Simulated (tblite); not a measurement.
Species: C3H9NOSi2 (charge -1 and doublet state).
Atom-mapped SMILES: `[O-:1][CH:2][NH:3][SiH:4]1[CH2:5][SiH2:6][CH2:7]1` (hydrogens: H8 on C2; H9 on N3; H10 on Si4; H11, H12 on C5; H13, H14 on Si6; H15, H16 on C7)

Computed with GFN2-xTB (tblite), gas phase: L-BFGS steps from a force-field or distance-geometry start until the largest atomic force falls under 0.01 eV/Å.

Step 28: E = -587.2772 eV
```
atom  x, y, z in Å  |  force x, y, z in eV/Å
O1      3.8582   -0.1223    0.8343   -0.156   0.062  -0.039
C2      2.6566    0.1096    0.5664    0.014  -0.063   0.129
N3      1.9234   -0.5697   -0.3566    0.018  -0.057  -0.027
Si4     0.2159   -0.5554   -0.6665    0.045   0.034  -0.026
C5     -0.6711    1.1702   -0.7312    0.205  -0.072  -0.025
Si6    -2.2098    0.5346    0.2194    0.014  -0.132   0.036
C7     -1.1202   -1.0029    0.6638   -0.027   0.047  -0.011
H8      2.0594    0.8631    1.1037    0.073   0.029  -0.007
H9      2.4567   -1.3153   -0.7823    0.028   0.088  -0.029
H10     0.1520   -1.2288   -1.9751   -0.064  -0.082   0.009
H11    -0.8184    1.6025   -1.7227   -0.061   0.019   0.034
H12    -0.1375    1.9204   -0.1448    0.021   0.084  -0.050
H13    -3.3526    0.1691   -0.6226   -0.073  -0.010  -0.066
H14    -2.7139    1.3440    1.3305   -0.011   0.063   0.092
H15    -0.7228   -0.9181    1.6810   -0.040  -0.095  -0.049
H16    -1.5834   -1.9921    0.5915    0.015   0.086   0.030
```

Step 29: E = -587.2808 eV
```
atom  x, y, z in Å  |  force x, y, z in eV/Å
O1      3.8573   -0.1162    0.8305    0.159   0.013   0.043
C2      2.6576    0.1117    0.5743   -0.204  -0.096  -0.014
N3      1.9222   -0.5707   -0.3457   -0.065   0.036  -0.024
Si4     0.2184   -0.5570   -0.6661   -0.027   0.025  -0.039
C5     -0.6636    1.1650   -0.7327    0.066   0.002   0.007
Si6    -2.2114    0.5340    0.2209    0.155  -0.102   0.013
C7     -1.1222   -1.0037    0.6592   -0.018   0.028   0.006
H8      2.0641    0.8638    1.1106    0.003   0.083   0.043
H9      2.4539   -1.3031   -0.7881    0.123  -0.009  -0.050
H10     0.1368   -1.2350   -1.9725   -0.022  -0.078   0.028
H11    -0.8246    1.5959   -1.7240   -0.007   0.013   0.064
H12    -0.1315    1.9187   -0.1472    0.008   0.067  -0.087
H13    -3.3483    0.1698   -0.6241   -0.120  -0.011  -0.084
H14    -2.7045    1.3462    1.3341   -0.025   0.063   0.087
H15    -0.7239   -0.9189    1.6759   -0.051  -0.114  -0.041
H16    -1.5878   -1.9916    0.5836    0.026   0.082   0.048
```

**Question.** Estimate the geometry and energy of step 30. (The exact step hangs on the optimiser's Hessian estimate; all steps are aligned on step 29, rigid shifts and turns removed.)

**Answer.** E = -587.2834 eV, largest force 0.295 eV/Å
```
atom  x, y, z in Å  |  force x, y, z in eV/Å
O1      3.8790   -0.0849    0.8033   -0.280   0.094   0.001
C2      2.6603    0.1138    0.5822    0.120  -0.063   0.093
N3      1.9241   -0.5726   -0.3319    0.028  -0.085  -0.124
Si4     0.2234   -0.5664   -0.6592   -0.090  -0.003  -0.068
C5     -0.6543    1.1525   -0.7376   -0.098   0.093   0.031
Si6    -2.2138    0.5368    0.2232    0.199  -0.048  -0.016
C7     -1.1353   -1.0065    0.6556    0.004  -0.022   0.029
H8      2.0548    0.8481    1.1389    0.125  -0.015   0.001
H9      2.4667   -1.2834   -0.8033    0.052   0.086   0.030
H10     0.1499   -1.2450   -1.9691   -0.019  -0.067   0.071
H11    -0.8250    1.5777   -1.7315    0.034  -0.007   0.095
H12    -0.1277    1.9155   -0.1577    0.013   0.037  -0.112
H13    -3.3663    0.1890   -0.6133   -0.069   0.004  -0.051
H14    -2.6880    1.3590    1.3426   -0.006   0.023   0.030
H15    -0.7455   -0.9352    1.6772   -0.051  -0.108  -0.053
H16    -1.6099   -1.9894    0.5693    0.038   0.079   0.044
```

The energy changes by -0.0026 eV. The first-order estimate −F·Δx gives -0.0074 eV and the mean of the old and new forces, exact on a quadratic surface, -0.0023 eV. The step makes an angle of 81° with the force vector and moves no atom by more than 0.047 Å.

The cost below is that of the whole relaxation. Hardware: Arm Neoverse V1, one thread, shared host with 32 logical CPUs at a one-minute load of 32. Cost: 0.9 s.
